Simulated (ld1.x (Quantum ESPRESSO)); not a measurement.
# u(r) = r·R(r): atom against pseudo-atom (cobalt)

Columns: radius, all-electron u(r) and pseudo u(r) of the 4p shell (level -1.23 eV) of cobalt in the configuration [Ne] 3s2 3p6 3d7 4s2 4p0; Wu–Cohen, scalar-relativistic, PAW scheme, ld1.x (Quantum ESPRESSO) 7.5.

```
r (bohr)  all-electron   pseudo
   0.098        0.0923  -0.0291
   0.195        0.0764  -0.1077
   0.292       -0.0148  -0.2151
   0.390       -0.1030  -0.3245
   0.488       -0.1568  -0.4070
   0.585       -0.1737  -0.4423
   0.682       -0.1620  -0.4245
   0.780       -0.1306  -0.3585
   0.878       -0.0874  -0.2604
   0.975       -0.0388  -0.1516
   1.072        0.0118  -0.0488
   1.170        0.0626   0.0379
   1.268        0.1114   0.1050
   1.365        0.1570   0.1563
   1.463        0.1997   0.1997
   1.560        0.2386   0.2386
   1.658        0.2744   0.2744
   1.755        0.3065   0.3065
   1.852        0.3355   0.3355
   1.950        0.3616   0.3616
   2.047        0.3846   0.3846
   2.145        0.4050   0.4050
   2.242        0.4228   0.4228
   2.340        0.4383   0.4383
   2.438        0.4517   0.4517
   2.535        0.4628   0.4628
```

(1) How many radial nodes do the two functions have?

(2) At about which radius was the pseudo-wave matched?

(3) Is the pseudo-wave norm-conserving?

Answers

(1) The all-electron 4p function has n − l − 1 = 2; the pseudo-wave has 1, since 1 lower shell of the same l stays in the valence.

(2) 1.50 bohr, where the columns begin to agree (steps of 0.10 bohr).

(3) No, it belongs to a PAW set: the norm inside the radius is not constrained, and the difference is carried by the augmentation charge.
